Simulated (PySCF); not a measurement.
Al(F)(Br)(OMe) (CH3AlBrFO), SMILES C[O][Al]([F])[Br]. Atoms are numbered in the order given.

```xyz
8

Al     0.6792     0.5165     0.0000
F      2.3329     0.5056     0.0000
Br    -0.4293    -1.4315     0.0000
O     -0.1128     1.9938     0.0000
C     -1.4225     2.4922     0.0000
H     -1.5905     3.1213    -0.8914
H     -1.5905     3.1213     0.8914
H     -2.1826     1.6894     0.0000
```
Charge 0, spin multiplicity 1.

The structure is a stationary point at B3LYP-D3(BJ)/def2-SVP. One conformer was computed; it need not be the lowest.

These are PBE0/pcSseg-1 run with PySCF values and carry that method's errors.

GIAO shieldings, no solvent; atoms alike by connectivity are averaged. δ = σ(ref) − σ: ¹⁹F against CFCl3 (σ = 167.2 ppm); ¹⁷O against H2O (σ = 334.2 ppm); ¹³C against TMS (σ = 186.3 ppm); ¹H against TMS (σ = 31.56 ppm), references at their B3LYP-D3(BJ)/def2-TZVP geometries, non-relativistic (without spin–orbit terms, shifts of atoms bonded to Cl or Br come out too high).

```tsv
atoms	nucleus	count	δ (ppm)
F2	¹⁹F	1	…
O4	¹⁷O	1	28.7
C5	¹³C	1	…
H6, H7, H8	¹H	3	4.22
```

Question: Fill in the missing entries. (Estimate from the structure and the level; the computed values follow.)

Answer: 
- C5, δ (ppm): 56.7
- F2, δ (ppm): -181.5
